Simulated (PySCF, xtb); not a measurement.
Sn(F)3(OSiH3) (F3H3OSiSn), SMILES [F][Sn]([O][SiH3])([F])[F]. The values are those of a single conformer.

Harmonic wavenumbers (cm⁻¹) from GFN2-xTB (xtb) at its own minimum, in rising order: 19, 63, 82, 94, 97, 114, 159, 160, 250, 438, 448, 455, 587, 597, 715, 747, 773, 811, 2244, 2251, 2290.

Question: What does PBE-D3(BJ)/def2-SVP (PySCF) give at its own minimum? (Estimate from the structure and the level; the computed values follow.)

Answer: 26, 62, 77, 127, 142, 168, 171, 193, 486, 613, 646, 647, 685, 693, 887, 904, 916, 954, 2169, 2177, 2201. Paired by order, the mean absolute difference is 97 cm⁻¹ and the zero-point energies are 19.1 and 21.4 kcal/mol.
